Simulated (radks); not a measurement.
Values are calculated unless marked as measured or tabulated.
Species: Ir4+. Configuration: [Xe] 4f14 5d5. Code: a radial shooting solver on a logarithmic mesh with Libxc functionals. Model: scalar-relativistic Kohn-Sham, MS2 meta-GGA, spin-polarised, spherical densities, finite nucleus; open shells are filled with parallel spins first (spin-orbit coupling, left out, can overturn this in heavy ions); meta-GGA in the generalised Kohn-Sham scheme; Fermi nuclear charge, rms radius 5.4032 fm.

Radial electron density D(r) = 4 pi r^2 rho(r):

```
   r/bohr * D(r) (the largest magnitude, 143, reaches the edge; | marks zero)
 0.001182 |    *
 0.001365 |     *
 0.001576 |      *
 0.001835 |       *
 0.002119 |         *
 0.002467 |            *
 0.002849 |              *
 0.003317 |                 *
 0.003831 |                    *
 0.004424 |                       *
 0.005151 |                           *
 0.005948 |                              *
 0.006925 |                                  *
 0.007997 |                                    *
 0.009236 |                                      *
  0.01075 |                                        *
  0.01242 |                                        *
  0.01446 |                                       *
   0.0167 |                                     *
  0.01928 |                                    *
  0.02245 |                                   *
  0.02592 |                                    *
  0.03018 |                                       *
  0.03485 |                                           *
  0.04057 |                                                *
  0.04686 |                                                     *
  0.05412 |                                                      *
    0.063 |                                                    *
  0.07276 |                                                *
   0.0847 |                                           *
  0.09782 |                                         *
    0.113 |                                            *
   0.1315 |                                                *
   0.1519 |                                                  *
   0.1768 |                                              *
   0.2042 |                                      *
   0.2377 |                             *
   0.2745 |                          *
   0.3171 |                            *
   0.3691 |                               *
   0.4263 |                              *
   0.4963 |                         *
   0.5731 |                  *
   0.6619 |            *
   0.7706 |         *
   0.8899 |       *
    1.036 |      *
    1.196 |    *
    1.382 |   *
    1.609 | *
    1.858 |*
    2.163 |*
    2.498 *
    2.908 *
    3.358 *
    3.878 *
    4.515 *
    5.214 *
```

D(r) has 4 maxima, at r = 0.0116, 0.0537, 0.149, 0.394 bohr, and minima at 0.0226, 0.0963, 0.277 bohr, inside which lie 1.90, 11.01, 29.93 electrons.
